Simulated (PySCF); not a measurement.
## Electron correlation in S (sulfur, neutral)

[Ne] 3s2 3p3 4s1, high-spin 5S determinant (an excited configuration). Calculation: PySCF 2.14, in aug-cc-pwCVQZ; no relativity, point nucleus. Frozen: [Ne]; 6 electrons correlated.

MP2 pair energies summed by pair of shells (mhartree):

```csv
pair,energy,share (%)
3s-3p,-64.45,58.6
3p-3p,-21.41,19.5
3s-3s,-11.52,10.5
3p-4s,-7.69,7.0
3s-4s,-4.94,4.5
```

Total MP2 correlation energy: -110.00 mhartree.

Same-spin part -33.56 and opposite-spin part -76.44 mhartree; SCS-MP2 scales them by 1/3 and 6/5 to -102.92 mhartree.
